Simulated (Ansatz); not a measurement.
Ansatz results at the PBE0-D4/def2-TZVP geometry: HOMO energy (ωB97M-V/def2-TZVPP) -8.97 eV; HOMO energy (B3LYP/def2-TZVPP) -6.87 eV; HOMO–LUMO gap (ωB97M-V/def2-TZVPP) 8.55 eV.

Which molecule gave them?
A. `C[O][AlH][SH]`
B. `[CH3][Al]([SiH3])[SiH3]`
C. `[AlH2][SiH2]C[SiH3]`
D. `C#[C][Al]([CH3])[C]#C`

B. The others give `[AlH2][SiH2]C[SiH3]`: -9.11, -6.93, 9.54; `C[O][AlH][SH]`: -9.90, -7.43, 10.93; `C#[C][Al]([CH3])[C]#C`: -10.30, -7.77, 10.46.

B3LYP here is the variant with VWN-RPA as its local correlation; programs differ in this.
